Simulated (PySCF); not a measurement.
# NMR data sheet: C₄H₆F₂N₂OSi

```
Formula                               : C4H6F2N2OSi
SMILES                                : FC(F)Oc1nccn1[SiH3]
InChI                                 : InChI=1S/C4H6F2N2OSi/c5-3(6)9-4-7-1-2-8(4)10/h1-3H,10H3
Point group of the computed structure : C1
Degrees of unsaturation               : 3
Carbon signals                        : 4
Proton signals                        : 4
```

Mapped SMILES: `[F:1][CH:2]([F:3])[O:4][c:5]1[n:6][cH:7][cH:8][n:9]1[SiH3:10]`; H(Xn) means a hydrogen on atom n.

PySCF 2.14 calculation with GIAO PBE0/pcSseg-1 shieldings and structure optimised with GFN2-xTB; relativity neglected, a single conformation, gas phase, fast rotation and ring inversion assumed for equivalent nuclei.

δ = σ(ref) − σ, references computed at the same level: TMS for $^{1}$H (31.72 ppm) and $^{13}$C (186.93 ppm) and $^{29}$Si (349.16 ppm); $^{19}$F (170.95 ppm) vs CFCl3; $^{15}$N (267.73 ppm) against NH3; $^{17}$O (336.08 ppm) vs H2O.

```tsv
carbon	δC, type	δH (multiplicity)	HMBC from (2–3 bonds)	span of the C tensor (ppm)
C2	122.5, CH	8.32 (m)	–	27
C5	158.6, C	–	H(C2), H(C7), H(C8), H(Si10)	114
C7	132.4, CH	6.96 (m)	H(C8)	157
C8	120.8, CH	6.50 (m)	H(C7), H(Si10)	143
```

Other nuclei:
| atoms | nucleus | environment | δ (ppm) | σ (ppm) |
| --- | --- | --- | --- | --- |
| H(Si10) | $^{1}$H | hydrogen on a silicon bonded to N | 5.02 | 26.70 |
| F1/F3 | $^{19}$F | fluorine of a CF2 group | -104.2 | 275.2 |
| Si10 | $^{29}$Si | silicon bonded to N, 3 H | -55.1 | 404.3 |
| N6 | $^{15}$N | pyridine-type nitrogen of an azole | 254.7 | 13.1 |
| N9 | $^{15}$N | pyrrole-type ring nitrogen | 151.3 | 116.4 |
| O4 | $^{17}$O | ether oxygen | 167.2 | 168.9 |

Carbon types of the structure: 1 × C, 3 × CH, leaving 3 H on heteroatoms. δC 158.6: aromatic carbon bearing oxygen; an ipso carbon deshielded by its heteroatom. δC 132.4, 120.8: aromatic CH next to a ring nitrogen. δC 122.5: sp3 CH bonded to 2 F and O; 3 electronegative neighbours deshield it. δH 8.32: hydrogen on an sp3 CH bonded to 2 F and O; its carbon carries F and O, an electronegative neighbour. δH 6.96, 6.50: hydrogen on an aromatic CH next to a ring nitrogen; aromatic region.

Splittings by $^{19}$F in the carbon and heteronuclear signals aren't shown, as no couplings were computed. Shifts are as computed. Against solution values, carbons near 30 ppm lie about +3 ppm off and those near 130 ppm about +5 ppm. Of 1211 compounds with measured shifts, 218 miss one by over three times the rms of a fit or turn the order of signals round; such compounds aren't used in these exercises. Unscaled 19F shifts against computed CFCl3 carry errors that often reach 10 to 50 ppm. Experimental scales use liquid or dissolved standards, which lie at an offset from isolated NH3 (liquid NH3: subtract about 20 ppm) and H2O (liquid H2O: subtract about 36 ppm). Unscaled 15N shifts of sp2 nitrogen come out 20 to 40 ppm too high even then. No couplings were computed; multiplicities are counted from neighbouring protons, with m where these are inequivalent, close in shift, in a saturated or five-membered ring or joined by F or P, and br s for small geminal =CH2 splittings.
